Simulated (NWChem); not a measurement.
SnICl, singlet; SMILES [Sn]([Cl])[I]

Program: NWChem. Low-valent species are run as closed-shell singlets; no triplet was tried in these runs. Structure relaxed at the PBE0/def2-SVP level. def2 effective core potentials on Sn, I; no spin-orbit coupling. Total energies of different functionals are on different scales.

```json
[
 {"level": "B3LYP/def2-SVP", "energy (Ha)": "-972.3466", "highest occupied level (eV)": "-7.12", "orbital gap (eV)": "3.77", "dipole (D)": "2.95"},
 {"level": "PBE/def2-SVP", "energy (Ha)": "-971.9650", "highest occupied level (eV)": "-6.33", "orbital gap (eV)": "2.54", "dipole (D)": "2.70"},
 {"level": "LC-wPBE (HJS exchange hole, range parameter 0.4 per bohr)/def2-SVP", "energy (Ha)": "-972.0824", "highest occupied level (eV)": "-9.82", "orbital gap (eV)": "8.49", "dipole (D)": "3.38"},
 {"level": "OLYP/def2-SVP", "energy (Ha)": "-972.7014", "highest occupied level (eV)": "-6.11", "orbital gap (eV)": "2.61", "dipole (D)": "2.86"},
 {"level": "BLYP/def2-SVP", "energy (Ha)": "-972.0587", "highest occupied level (eV)": "-6.08", "orbital gap (eV)": "2.45", "dipole (D)": "2.65"},
 {"level": "PBE0/def2-SVP", "energy (Ha)": "-972.0331", "highest occupied level (eV)": "-7.41", "orbital gap (eV)": "4.19", "dipole (D)": "3.05"},
 {"level": "MPW1K/def2-SVP", "energy (Ha)": "-972.3935", "highest occupied level (eV)": "-8.20", "orbital gap (eV)": "5.38", "dipole (D)": "3.27"}
]
```
